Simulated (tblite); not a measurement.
1-chloronaphthalene, C10H7Cl.
Numbering: `[Cl:1][c:2]1[cH:3][cH:4][cH:5][c:6]2[cH:7][cH:8][cH:9][cH:10][c:11]12` (hydrogens: H12 on C3; H13 on C4; H14 on C5; H15 on C7; H16 on C8; H17 on C9; H18 on C10)

Computed with GFN2-xTB (tblite), gas phase: L-BFGS steps from a force-field or distance-geometry start until the largest atomic force falls under 0.01 eV/Å.

Step 2: E = -803.4400 eV
```
atom  x, y, z in Å  |  force x, y, z in eV/Å
Cl1     1.2511    3.1407    0.0587   -0.214  -0.100   0.006
C2      1.2003    1.4083   -0.0540   -0.075  -0.047   0.076
C3      2.3992    0.7611   -0.2205   -0.037  -0.107  -0.071
C4      2.4295   -0.6391   -0.3196   -0.043   0.000   0.110
C5      1.2716   -1.3607   -0.2275   -0.047   0.072  -0.077
C6      0.0232   -0.7179   -0.0528   -0.015  -0.092   0.006
C7     -1.1788   -1.4624    0.0344   -0.004   0.115   0.048
C8     -2.3893   -0.8496    0.2158    0.117   0.102  -0.016
C9     -2.4527    0.5509    0.3108    0.131  -0.019  -0.002
C10    -1.3078    1.3021    0.2305    0.118  -0.014  -0.054
C11    -0.0346    0.7045    0.0446   -0.038  -0.038  -0.008
H12     3.3290    1.3156   -0.2890   -0.234  -0.021   0.027
H13     3.3795   -1.1441   -0.4453   -0.101   0.094  -0.012
H14     1.3036   -2.4384   -0.3052   -0.078   0.023   0.028
H15    -1.1324   -2.5393   -0.0364    0.089  -0.006  -0.017
H16    -3.2980   -1.4335    0.2876    0.089   0.045  -0.020
H17    -3.4157    1.0322    0.4502    0.200  -0.055  -0.019
H18    -1.3865    2.3758    0.3059    0.141   0.048  -0.008
```

Step 3: E = -803.4456 eV
```
atom  x, y, z in Å  |  force x, y, z in eV/Å
Cl1     1.2470    3.1389    0.0588   -0.200  -0.087   0.008
C2      1.1988    1.4075   -0.0525   -0.007  -0.094   0.043
C3      2.3986    0.7586   -0.2219   -0.158   0.028  -0.018
C4      2.4291   -0.6386   -0.3175   -0.082  -0.074   0.071
C5      1.2708   -1.3604   -0.2291   -0.046   0.072  -0.046
C6      0.0228   -0.7188   -0.0526    0.013  -0.063  -0.004
C7     -1.1785   -1.4610    0.0352    0.005   0.021   0.030
C8     -2.3881   -0.8469    0.2156    0.095  -0.040  -0.016
C9     -2.4503    0.5499    0.3108    0.138   0.118  -0.001
C10    -1.3058    1.3027    0.2296    0.073  -0.031  -0.038
C11    -0.0350    0.7032    0.0444   -0.007  -0.010  -0.002
H12     3.3245    1.3152   -0.2885   -0.158   0.008   0.017
H13     3.3774   -1.1423   -0.4455   -0.048   0.059  -0.012
H14     1.3021   -2.4374   -0.3046   -0.069  -0.007   0.020
H15    -1.1307   -2.5392   -0.0367    0.072   0.033  -0.010
H16    -3.2961   -1.4325    0.2872    0.087   0.057  -0.019
H17    -3.4118    1.0312    0.4498    0.156  -0.032  -0.013
H18    -1.3838    2.3763    0.3057    0.136   0.044  -0.010
```

Step 4: E = -803.4563 eV
```
atom  x, y, z in Å  |  force x, y, z in eV/Å
Cl1     1.2320    3.1323    0.0593   -0.155  -0.040   0.012
C2      1.1954    1.4026   -0.0480   -0.035  -0.043  -0.020
C3      2.3918    0.7543   -0.2254   -0.152   0.149   0.080
C4      2.4263   -0.6392   -0.3108   -0.157  -0.118  -0.042
C5      1.2677   -1.3597   -0.2340   -0.007   0.021   0.042
C6      0.0223   -0.7210   -0.0521    0.022   0.000  -0.024
C7     -1.1765   -1.4599    0.0376   -0.048  -0.041  -0.004
C8     -2.3845   -0.8418    0.2151    0.195  -0.201  -0.018
C9     -2.4407    0.5510    0.3106    0.067   0.163  -0.013
C10    -1.2998    1.3045    0.2265    0.068  -0.001   0.001
C11    -0.0352    0.6991    0.0436    0.015   0.032   0.018
H12     3.3103    1.3148   -0.2869    0.004   0.067  -0.007
H13     3.3714   -1.1366   -0.4463    0.087  -0.033  -0.009
H14     1.2966   -2.4347   -0.3027   -0.049  -0.095  -0.004
H15    -1.1249   -2.5370   -0.0376    0.035   0.005   0.000
H16    -3.2887   -1.4284    0.2857   -0.007   0.035  -0.007
H17    -3.3987    1.0280    0.4487   -0.004   0.067   0.011
H18    -1.3735    2.3782    0.3049    0.121   0.036  -0.017
```

Problem. Estimate the geometry and energy of step 5. (The exact step hangs on the optimiser's Hessian estimate; all steps are aligned on step 4, rigid shifts and turns removed.)

Solution. E = -803.4601 eV, largest force 0.187 eV/Å
```
atom  x, y, z in Å  |  force x, y, z in eV/Å
Cl1     1.2227    3.1286    0.0598   -0.132   0.000   0.015
C2      1.1924    1.4004   -0.0462    0.001   0.003  -0.043
C3      2.3875    0.7537   -0.2259   -0.112   0.112   0.099
C4      2.4229   -0.6404   -0.3084   -0.044  -0.054  -0.087
C5      1.2660   -1.3598   -0.2355   -0.039  -0.051   0.071
C6      0.0221   -0.7215   -0.0522    0.017  -0.003  -0.024
C7     -1.1760   -1.4601    0.0386    0.061  -0.095  -0.035
C8     -2.3799   -0.8415    0.2147    0.039  -0.112   0.008
C9     -2.4356    0.5527    0.3103    0.057   0.105  -0.020
C10    -1.2956    1.3060    0.2252   -0.010  -0.005   0.024
C11    -0.0350    0.6971    0.0435    0.005   0.016   0.020
H12     3.3037    1.3156   -0.2862    0.050   0.078  -0.014
H13     3.3700   -1.1345   -0.4468    0.069  -0.037   0.000
H14     1.2933   -2.4348   -0.3018   -0.041  -0.104  -0.012
H15    -1.1217   -2.5362   -0.0381    0.021  -0.025   0.002
H16    -3.2856   -1.4261    0.2849   -0.008   0.039  -0.004
H17    -3.3930    1.0277    0.4483   -0.047   0.090   0.016
H18    -1.3669    2.3794    0.3043    0.112   0.042  -0.018
```

The energy changes by -0.0039 eV. The first-order estimate −F·Δx gives -0.0055 eV and the mean of the old and new forces, exact on a quadratic surface, -0.0039 eV. The step makes an angle of 60° with the force vector and moves no atom by more than 0.010 Å.

What follows is the cost of the whole relaxation. Time: 0.17 s wall, 0.33 s CPU. Hardware: 2 threads of an Intel Xeon 6975P-C, on a shared host.
